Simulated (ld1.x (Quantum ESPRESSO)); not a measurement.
## antimony (Sb): ultrasoft pseudisation with PBE, scalar-relativistic reference atom.

ld1.x (Quantum ESPRESSO) 7.5 input, shortened:

```
&input
   title='Sb', zed=51., rel=1, dft='PBE', iswitch=3,
   config='[Kr] 4d10 5s2 5p3 5d-2'
 /
 &inputp
   pseudotype=3, tm=.true., lloc=-1, rcloc=1.45,
   nlcc=.false.,
   which_augfun='PSQ', rmatch_augfun=1.00
 /
5
5S  1  0   2.00   0.00  1.35  1.50  0.0
5S  1  0   0.00   2.25  1.35  1.50  0.0
5P  2  1   3.00   0.00  1.80  1.90  0.0
5P  2  1   0.00   1.15  1.80  1.90  0.0
5D  3  2  -2.00   0.10  1.50  2.00  0.0
 &test
   configts(1)='5s2 5p3'
 /
```

All-electron outer shells of the reference configuration (PBE, scalar-relativistic, ld1.x):

| shell | level (eV) | outermost node (bohr) | outermost maximum (bohr) |
| --- | --- | --- | --- |
| 4p | -101.79 | 0.39 | 0.76 |
| 4d | -33.51 | 0.38 | 0.84 |
| 5s | -12.83 | 0.95 | 1.90 |
| 5p | -4.83 | 1.04 | 2.35 |

Problem. Is a potential produced?

Solution. No. ld1.x (Quantum ESPRESSO) 7.5 stopped with "chargeps: negative rho": the pseudo-density turned negative during the self-consistent test, most likely because a state had been found with a wrong node count and its wave set to zero before. Before that it printed "Warning: n=1, l=0 expected 0 nodes, found 1".
